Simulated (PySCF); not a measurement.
## Basis-set dependence of population analyses: tetramethylborate

Tetramethylborate, C₄H₁₂B (charge -1).
Geometry (PBE0-D3(BJ)/def2-SVP, Å), atoms numbered from 1 in this order:
```xyz
17
C4H12B angstrom
C     -0.257   -1.080   -1.223
B     -0.001    0.001   -0.001
C      0.088    1.527   -0.626
C     -1.249   -0.079    1.077
C      1.414   -0.362    0.767
H     -1.207   -0.888   -1.764
H     -0.311   -2.126   -0.857
H      0.549   -1.055   -1.985
H      0.253    2.295    0.158
H     -0.838    1.819   -1.162
H      0.919    1.637   -1.353
H     -2.227    0.158    0.609
H     -1.354   -1.088    1.528
H     -1.125    0.631    1.920
H      1.401   -1.375    1.221
H      2.286   -0.338    0.081
H      1.643    0.347    1.589
```

PBE0 throughout (PySCF), one geometry, spherical d and f functions. Geometry: PBE0-D3(BJ)/def2-SVP; no solvent, vibrations or thermal averaging. Atoms taken as equivalent share a column and are averaged.

Mulliken charges (e):

```
        basis  functions  C1/C3/C4/C5      B2  H6 (×12)
       STO-3G         37       -0.303  +0.170    +0.003
        6-31G         69       -0.657  +0.827    +0.067
     pcSseg-0         69       -0.891  +0.960    +0.134
       6-31G*         94       -0.651  +0.647    +0.080
     def2-SVP        130       -0.065  -0.259    -0.040
      cc-pVDZ        130       -0.075  -0.227    -0.039
     pcSseg-1        145       -0.453  +0.332    +0.040
6-311+G(2d,p)        207       -0.582  +0.323    +0.084
  aug-cc-pVDZ        223       +0.695  +1.419    -0.433
    def2-TZVP        227       -0.512  +0.402    +0.054
     IGLO-III        295       -0.558  +0.332    +0.075
      cc-pVTZ        318       -0.390  +0.228    +0.028
```

IAO charges (e):

```json
{"basis": "STO-3G", "functions": "37", "C1/C3/C4/C5": "-0.479", "B2": "-0.013", "H6 (×12)": "+0.077"}
{"basis": "6-31G", "functions": "69", "C1/C3/C4/C5": "-0.530", "B2": "+0.076", "H6 (×12)": "+0.087"}
{"basis": "pcSseg-0", "functions": "69", "C1/C3/C4/C5": "-0.518", "B2": "+0.039", "H6 (×12)": "+0.086"}
{"basis": "6-31G*", "functions": "94", "C1/C3/C4/C5": "-0.510", "B2": "+0.067", "H6 (×12)": "+0.081"}
{"basis": "def2-SVP", "functions": "130", "C1/C3/C4/C5": "-0.501", "B2": "+0.047", "H6 (×12)": "+0.080"}
{"basis": "cc-pVDZ", "functions": "130", "C1/C3/C4/C5": "-0.513", "B2": "+0.061", "H6 (×12)": "+0.083"}
{"basis": "pcSseg-1", "functions": "145", "C1/C3/C4/C5": "-0.521", "B2": "+0.064", "H6 (×12)": "+0.085"}
{"basis": "6-311+G(2d,p)", "functions": "207", "C1/C3/C4/C5": "-0.542", "B2": "+0.072", "H6 (×12)": "+0.091"}
{"basis": "aug-cc-pVDZ", "functions": "223", "C1/C3/C4/C5": "-0.540", "B2": "+0.072", "H6 (×12)": "+0.091"}
{"basis": "def2-TZVP", "functions": "227", "C1/C3/C4/C5": "-0.540", "B2": "+0.071", "H6 (×12)": "+0.091"}
{"basis": "IGLO-III", "functions": "295", "C1/C3/C4/C5": "-0.543", "B2": "+0.072", "H6 (×12)": "+0.092"}
{"basis": "cc-pVTZ", "functions": "318", "C1/C3/C4/C5": "-0.539", "B2": "+0.068", "H6 (×12)": "+0.091"}
```

Q: Which scheme is steadiest as the basis changes?

A: Largest range over the bases for any column: IAO 0.09 e, Mulliken 1.68 e. IAO charges move least and Mulliken charges most, counted in e. Without the minimal STO-3G basis the ranges are IAO 0.04, Mulliken 1.68 e.

Q: How much do the charges still move between the two largest bases, IGLO-III and cc-pVTZ?

A: At most, over all atoms: Mulliken 0.168 e, IAO 0.005 e.

Q: What do the same runs give for the total energy and the frontier levels?

A: 
```tsv
basis	energy (Eh)	HOMO (eV)	LUMO (eV)
STO-3G	-182.0507	0.75	17.34
6-31G	-184.2473	-1.59	7.31
pcSseg-0	-183.9022	-2.00	6.53
6-31G*	-184.2831	-1.63	7.35
def2-SVP	-184.1679	-1.93	6.08
cc-pVDZ	-184.3035	-1.92	6.16
pcSseg-1	-184.2808	-2.16	5.64
6-311+G(2d,p)	-184.3592	-2.29	3.45
aug-cc-pVDZ	-184.3230	-2.27	2.80
def2-TZVP	-184.3688	-2.19	5.10
IGLO-III	-184.3797	-2.27	4.65
cc-pVTZ	-184.3676	-2.18	5.28
```

Where the HOMO energy of this anion is positive, the outermost electrons may be held by the finite basis alone.
